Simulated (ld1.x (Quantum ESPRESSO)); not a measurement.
What one change does to a pseudopotential (B, PAW)

- Element: boron
- Generator: ld1.x (Quantum ESPRESSO) 7.5
- Type: PAW
- Functional: PBEsol
- Relativity: scalar-relativistic
- Frozen core: [He]
- Valence charge: 3
- Reference configuration: 2s2 2p1
- Partial waves: 2s (bound): rcut 1.50, rcutus 1.85 bohr; 2s channel at 0.4 Ry: rcut 1.50, rcutus 1.85 bohr; 2p (bound): rcut 3.40, rcutus 4.25 bohr; 2p channel at 0.35 Ry: rcut 3.40, rcutus 4.25 bohr
- Local potential: all-electron potential smoothed inside 2.80 bohr (lloc = -1)
- Core correction: a·sin(br)/r model core, default radius (core density twice the valence density)
- Augmentation charge: PSQ, inside the norm-conserving radii

Change: waves 2s (bound): rcut 1.20, rcutus 1.28 bohr; 2s channel at 0.4 Ry: rcut 1.20, rcutus 1.28 bohr.

Cutoffs: the cutoffs (Ry, on a coarse ladder) from which the occupation-weighted sum of valence levels, in a spherical-Bessel basis at the reference potential, stays within 10 and 1 mRy of its value at 400 Ry; they do not see the model core or the augmentation charge, which bear on the density cutoff. Errors are all-electron minus pseudo energies relative to the spin-unpolarised reference configuration.

Problem. What does the change do?

Solution. The potential gets harder (6 Ry and 10 Ry → 18 Ry and 25 Ry); of the 7 tests that both files solve, the error grows in 1 and shrinks in 3 by more than 15 % and 0.3 meV (median size 5.2 → 1.7 meV); the range in which the s phases agree widens (upper end 2.1 → at the end of the scan); neither file shows a bound ghost. A smaller radius makes the pseudo-wave follow the all-electron one further in, where it bends more sharply, so more plane waves are needed.

```tsv
quantity	base	changed
cutoff, loose	6 Ry	18 Ry
cutoff, tight	10 Ry	25 Ry
loose cutoff by channel (10 mRy a level)	s 6 Ry, p 6 Ry	s 12 Ry, p 6 Ry
bound ghosts	none	none
error for 2s2 2p0, meV [ΔE 8.14 eV]	+13	-1.3
error for 2s1 2p0, meV [ΔE 33.40 eV]	+35	-9.3
error for 2s2 2p0.5, meV [ΔE 2.86 eV]	+0.3	-1.7
error for 2s1 2p1, meV [ΔE 14.26 eV]	-28	-24
error for 2s1 2p2, meV [ΔE 5.82 eV]	-0.3	-0.4
error for 2s2 2p1.3, meV [ΔE -0.72 eV]	+0.9	+0.6
error for 2s0 2p3, meV [ΔE 11.66 eV]	-5.2	-5.2
s: phases at 4.58 bohr within 0.05 rad from the reference energy up to (Ry; the scan ends near 5)	2.1	to the end of the scan
p: phases at 4.58 bohr within 0.05 rad from the reference energy up to (Ry; the scan ends near 5)	0.7	0.7
lowest overlap eigenvalue by channel	s 0.66, p 0.16	s 0.32, p 0.16
```
